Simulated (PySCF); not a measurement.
Isomers of C4H6O2S, mass 118.009 u with the commonest isotopes. Level of theory: PBE0-D3(BJ)/def2-SVP geometry optimisation, gas phase in PySCF 2.14.0. One conformer each, none proved a minimum here; rigid rotors.

Question: Order these by out-of-plane moment Σ m c² = (Ia + Ib − Ic)/2, largest first.
A. `[CH3:1][S:2](=[O:3])(=[O:4])[C:5]1=[CH:6][CH2:7]1` with C1–S2–C5–C6 -144°
B. `[CH2:1]=[CH:2][S:3](=[O:4])(=[O:5])[CH:6]=[CH2:7]` with C1–C2–S3–O4 135°, C2–S3–C6–C7 -112°
C. `[O:1]=[S:2]1(=[O:3])[CH:4]=[CH:5][CH2:6][CH2:7]1` with O1–S2–C4–C5 -99°, C4–C5–C6–C7 -15°, C5–C6–C7–S2 22°, O1–S2–C7–C6 91° (2,3-dihydrothiophene 1,1-dioxide)

Answer: B (58.14 u·Å²), A (56.76 u·Å²), C (54.51 u·Å²).

Question: Order these by rotational constant B, smallest first.
A. `[O:1]=[S:2]1(=[O:3])[CH:4]=[CH:5][CH2:6][CH2:7]1` with O1–S2–C4–C5 -99°, C4–C5–C6–C7 -15°, C5–C6–C7–S2 22°, O1–S2–C7–C6 91° (2,3-dihydrothiophene 1,1-dioxide)
B. `[CH2:1]=[CH:2][S:3](=[O:4])(=[O:5])[CH:6]=[CH2:7]` with C1–C2–S3–O4 135°, C2–S3–C6–C7 -112°
C. `[CH3:1][S:2](=[O:3])(=[O:4])[C:5]1=[CH:6][CH2:7]1` with C1–S2–C5–C6 -144°

Answer: C (1750 MHz), B (1789 MHz), A (2099 MHz).

Question: Order these by rotational constant A, largest first.
A. `[CH3:1][S:2](=[O:3])(=[O:4])[C:5]1=[CH:6][CH2:7]1` with C1–S2–C5–C6 -144°
B. `[O:1]=[S:2]1(=[O:3])[CH:4]=[CH:5][CH2:6][CH2:7]1` with O1–S2–C4–C5 -99°, C4–C5–C6–C7 -15°, C5–C6–C7–S2 22°, O1–S2–C7–C6 91°
C. `[CH2:1]=[CH:2][S:3](=[O:4])(=[O:5])[CH:6]=[CH2:7]` with C1–C2–S3–O4 135°, C2–S3–C6–C7 -112°

Answer: B (4023 MHz), A (3828 MHz), C (3729 MHz).

```tsv
SMILES	point group	Ia (u·Å²)	Ib (u·Å²)	Ic (u·Å²)	κ	μa (D)	μb (D)	μc (D)
C=CS(=O)(=O)C=C	C2	135.53	282.44	301.69	-0.89	0.02	4.39	0.03
O=S1(=O)C=CCC1	C1	125.61	240.74	257.34	-0.87	5.25	0.24	0.65
O=S1(=O)CC=CC1	Cs	126.80	237.27	254.73	-0.85	4.53	0.00	1.01
CS(=O)(=O)C1=CC1	C1	132.02	288.77	307.27	-0.90	2.38	2.12	2.54
```
